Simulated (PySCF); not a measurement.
```xyz
3
charge 0 multiplicity 1, angstrom
Te   -1.0244    0.0000    0.0000
Cu    1.0559    1.2481    0.0000
Cu    1.0559   -1.2481    0.0000
```

These are results of B3LYP/[Te def2-SVP with ECP28, Cu def2-SVP], scalar-relativistic core potentials, density fitting, no spin–orbit coupling, PySCF, not measurements.

This geometry of Cu2Te is a stationary point at this level.

Q: What is the point group?

A: C2v.

Q: Is it a minimum?

A: Yes: all harmonic wavenumbers are real.

Q: Give the ideal-gas entropy at 298.15 K and 1 bar by parts.

A: translation 178.0, rotation 113.7, vibration 28.6, spin 0.0; total 320.3 J/(mol K).

Q: What is the atomisation energy, with and without zero-point energy?

A: 499 kJ/mol without, 495 kJ/mol with.

This need not be the most stable arrangement of these atoms.
